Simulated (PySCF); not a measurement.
Stepwise substitution at one centre (Al H-SH). All species are isolated molecules in the gas phase. One relaxed conformer stands for each flexible species; it need not be the lowest. Strings in code marks are SMILES.

The HOMO from two functionals at the same geometries (PBE0-D3(BJ)/def2-TZVP), both in PySCF: PBE-D3(BJ)/def2-TZVP and TPSSh-D3(BJ)/def2-TZVP. 

```csv
species,PBE-D3(BJ)/def2-TZVP (eV)
0 of 3 H replaced by SH,-7.30
1 of 3 H replaced by SH (`[AlH2][SH]`),-6.69
2 of 3 H replaced by SH,-6.52
3 of 3 H replaced by SH (`[SH][Al]([SH])[SH]`),-6.52
```

### Question
What does TPSSh-D3(BJ)/def2-TZVP give for each?

### Answer

- 0 of 3 H replaced by SH: -8.04
- 1 of 3 H replaced by SH (`[AlH2][SH]`): -7.23
- 2 of 3 H replaced by SH: -7.08
- 3 of 3 H replaced by SH (`[SH][Al]([SH])[SH]`): -7.10
Over these rows, drawn at random from the members with no instability flagged (it was tested for open shells, ions and some series alone), PBE minus TPSSh-D3(BJ): mean +0.61 eV, from +0.54 eV to +0.74 eV.
